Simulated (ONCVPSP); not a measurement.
## oxygen (O), ONCV: configuration errors across variants

```json
{
  "Element": "O (Z = 8)",
  "Generator": "ONCVPSP 4.0.1",
  "Type": "optimised norm-conserving Vanderbilt (ONCV)",
  "Functional": "PBE",
  "Relativity": "scalar-relativistic",
  "Frozen core": "[He]",
  "Valence charge": "6",
  "Reference configuration": "2s1.75 2p4.25",
  "Partial waves": "2s: rc 0.80 bohr, ncon 4, nbas 8, qcut 9 1/bohr, local; 2p: rc 1.05 bohr, ncon 4, nbas 8, qcut 8.5 1/bohr, 2 projectors, debl 0.5 Ha; d scattering state at 0.04 Ha: rc 0.80 bohr, ncon 3, nbas 6, qcut 13.6 1/bohr, 2 projectors, debl 3.8 Ha",
  "Local potential": "the s channel",
  "Core correction": "Teter function, fcfact 2.75, rcfact 1.5"
}
```

All-electron excitation energies from the reference (eV): (1) 2s2 2p4 -3.734; (2) 2s2 2p3 12.697; (3) 2s2 2p2 46.283; (4) 2s2 2p3.5 2.552.

Errors AE − PS in meV (a dash: test not solved or not reliable):

| change | (1) | (2) | (3) | (4) | bound ghosts | GHOST(+) flags above zero |
| --- | --- | --- | --- | --- | --- | --- |
| base | +0.8 | +14 | +96 | +3.9 | none | none |
| p: debl 1 | +0.8 | +14 | +96 | +3.9 | none | none |
| p: qcut 9.3 | +0.8 | +12 | +80 | +3.2 | none | none |
| all radii but the core radius scaled by about 0.95 (s 0.76, p 1.00, d 0.76 bohr) | +0.8 | +12 | +81 | +3.3 | none | none |

Question: Give the same row for: s: qcut 6.9; p: qcut 6.5; d: qcut 10.4.

Answer: +1.1, +25, +158, +6.8; bound ghosts: none; GHOST(+) flags above zero: p.
